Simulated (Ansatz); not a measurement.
`B[Se][SiH2]C` + ethylene → `C=C[Se][SiH2]C` + BH₃  (formal exchange of groups at the Se–B bond)

Gas-phase electronic energies from Ansatz, PBE0-D4/def2-TZVP geometries. CBS: MP2 limit from def2 TZ/QZ plus the TZ coupled-cluster correction, frozen cores. This one scheme is used for every species. DFT in def2-TZVPP. For Se outer-core shells are correlated without core-valence functions, which leaves a few kJ/mol of doubt a bond. Scalar relativity is left out up to krypton. Each species was taken in one conformer, which may not be the lowest.

```csv
species,PBE-D4 energy (Eh)
`B[Se][SiH2]C`,-2757.67021
`C=C`,-78.50351
`C=C[Se][SiH2]C`,-2809.56788
BH₃,-26.55351
```

(1) Work out ΔE.

Largest T1 diagnostic among the species: 0.012.

Answers

(1) ΔE = (-2809.56788) + (-26.55351) − (-2757.67021) − (-78.50351) = 0.05233 Eh = +137.4 kJ/mol. CCSD(T)/CBS gives +137.3 kJ/mol.

The D4 term adds −5.9 kJ/mol with B3LYP and −3.2 kJ/mol with PBE0; it sums over pairs of atoms, weighted by their polarisabilities, and B3LYP, whose exchange is more repulsive, gets the larger term.

B3LYP here is the variant with VWN-RPA as its local correlation; programs differ in this.
